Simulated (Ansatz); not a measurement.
Reaction (cleavage of the Si–B bond): `B[SiH2]B[SiH2]C` + HBr → `B[SiH2]Br` + `B[SiH2]C`

Calculated with Ansatz (gas phase, PBE0-D4/def2-TZVP geometries, no zero-point term in ΔE). CCSD(T)/CBS is the MP2 limit (def2-TZVPP, def2-QZVPP) plus CCSD(T) − MP2 in def2-TZVPP, frozen cores. Functionals use def2-TZVPP. For Br outer-core shells are correlated without core-valence functions, which leaves a few kJ/mol of doubt a bond. Scalar relativity is left out up to krypton. One conformer a species, not always the lowest.

| species | PBE energy (Eh) |
| --- | --- |
| `B[SiH2]B[SiH2]C` | -672.31334 |
| HBr | -2574.36854 |
| `B[SiH2]Br` | -2890.32648 |
| `B[SiH2]C` | -356.38403 |

**Question.** Work out ΔE.

**Answer.** ΔE = (-2890.32648) + (-356.38403) − (-672.31334) − (-2574.36854) = -0.02863 Eh = -75.2 kJ/mol. CCSD(T)/CBS gives -91.0 kJ/mol.

Largest T1 diagnostic among the species: 0.015.

From PBE to PBE0 (25 % exact exchange), in def2-TZVPP and without D4, ΔE moves by −10.9 kJ/mol. In def2-TZVPP, CCSD(T) changes the Hartree–Fock value by +37.0 kJ/mol (the triples alone add +5.3 kJ/mol) and MP2 by +26.2 kJ/mol. The D4 term adds +7.9 kJ/mol with B3LYP and +5.0 kJ/mol with PBE0; it sums over pairs of atoms, weighted by their polarisabilities, and B3LYP, whose exchange is more repulsive, gets the larger term.

B3LYP here is the variant with VWN-RPA as its local correlation; programs differ in this.
